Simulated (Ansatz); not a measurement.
Geometry optimisation, DFT PBE, scalar-relativistic, plane waves, PAW in Ansatz 0.2.0.

Input file:

```yaml
accuracy: low
crystal:
  lattice:
    - [8.203132, 0.0, 0.0]
    - [0.0, 8.203132, 0.0]
    - [0.0, 0.0, 8.203132]
  atoms:
    - { symbol: C, position: [0.2241159, 1.0075879, 0.6066161] }
    - { symbol: Cl, position: [0.2338987, 0.8720421, 0.7753639] }
    - { symbol: H, position: [0.2424957, 1.1316088, 0.6499349] }
    - { symbol: H, position: [0.3191331, 0.9752431, 0.519892] }
    - { symbol: H, position: [0.1048917, 0.9966495, 0.5495068] }
    - { symbol: C, position: [0.6710836, 0.5453663, 0.1082791] }
    - { symbol: Cl, position: [0.7365891, 0.4955133, 0.3086983] }
    - { symbol: H, position: [0.6069496, 0.6614322, 0.1116051] }
    - { symbol: H, position: [0.7772829, 0.5544284, 0.0293164] }
    - { symbol: H, position: [0.5899998, 0.4499331, 0.064536] }
    - { symbol: C, position: [0.2789103, 0.1959399, 0.2892515] }
    - { symbol: Cl, position: [0.1488687, 0.0560048, 0.1870188] }
    - { symbol: H, position: [0.3046638, 0.2977856, 0.2082593] }
    - { symbol: H, position: [0.2178449, 0.2393152, 0.3987281] }
    - { symbol: H, position: [0.3916815, 0.1340712, 0.3216621] }
    - { symbol: C, position: [1.0014431, 0.5006371, 0.8014545] }
    - { symbol: Cl, position: [0.8342395, 0.53014, 0.6668562] }
    - { symbol: H, position: [1.1140718, 0.5272149, 0.7366169] }
    - { symbol: H, position: [0.9882733, 0.5824876, 0.9050043] }
    - { symbol: H, position: [1.0015789, 0.3746353, 0.8429159] }
    - { symbol: C, position: [0.7852353, 0.9128059, 0.5835754] }
    - { symbol: Cl, position: [0.824938, 1.10418, 0.6770838] }
    - { symbol: H, position: [0.7939375, 0.9266174, 0.4519356] }
    - { symbol: H, position: [0.8749175, 0.8247612, 0.6260109] }
    - { symbol: H, position: [0.6632022, 0.873047, 0.6170814] }
    - { symbol: C, position: [0.2368137, 0.6610532, 0.2708357] }
    - { symbol: Cl, position: [0.2038565, 0.5948694, 0.4744965] }
    - { symbol: H, position: [0.1194936, 0.6741251, 0.2103324] }
    - { symbol: H, position: [0.2999248, 0.7777021, 0.2731899] }
    - { symbol: H, position: [0.3106536, 0.5707547, 0.2076743] }
basis:
  ecutwfc: 420.0
kpoints:
  mp_grid: { grid: [1, 1, 1] }
hamiltonian:
  xc: pbe
scf:
  occupations: { method: fermi_dirac, width: 0.02 }
  lower_state_search: "off"
relax:
  f_tol: 0.3
  max_steps: 15
  adjacent_minimum: "off"
output:
  write_density: true
  write_potential: true
  elf: true
  volumetric_format: npy
```

Launched with:

```bash
$ ansatz run input.yaml --threads 1 --pin off --max-ram 3072MiB --backend cpu --events-out ev --progress --plain --runs-dir out
```

Question: Where does it end, and by what steps?

Answer: The run converged. The threshold is loose, so the end isn't yet a minimum. The force dipped under the threshold on the way, but the program's further checks kept it going. Limits of this set-up: coarse k mesh, low accuracy level. After 2 steps the energy has fallen by 0.348 eV; Cl17 moved furthest, 0.38 Å.

```csv
step,energy less start (eV),largest force component (eV/Å),accepted
0,0.0000,0.383,yes
1,-0.2167,0.144,yes
2,-0.3482,0.300,yes
```

```xyz
30
Lattice="8.2031 0.0000 0.0000 0.0000 8.2031 0.0000 0.0000 0.0000 8.2031" Properties=species:S:1:pos:R:3
C 1.950 8.203 5.112
Cl 2.000 7.214 6.601
H 2.094 9.248 5.408
H 2.752 7.874 4.443
H 0.981 8.087 4.620
C 5.457 4.479 0.836
Cl 6.105 4.072 2.454
H 4.924 5.434 0.892
H 6.299 4.562 0.149
H 4.793 3.675 0.504
C 2.300 1.722 2.253
Cl 1.167 0.615 1.427
H 2.533 2.538 1.564
H 1.813 2.120 3.146
H 3.217 1.181 2.516
C 8.217 4.050 6.685
Cl 6.678 4.165 5.755
H 9.066 4.281 6.025
H 8.199 4.792 7.495
H 8.278 3.028 7.076
C 6.354 7.475 4.806
Cl 6.489 9.131 5.496
H 6.452 7.537 3.715
H 7.142 6.831 5.221
H 5.373 7.070 5.081
C 1.976 5.419 2.104
Cl 1.811 4.857 3.785
H 0.971 5.522 1.678
H 2.473 6.392 2.118
H 2.571 4.678 1.563
```

Run time: 6 s on 1 CPU thread of a shared host.
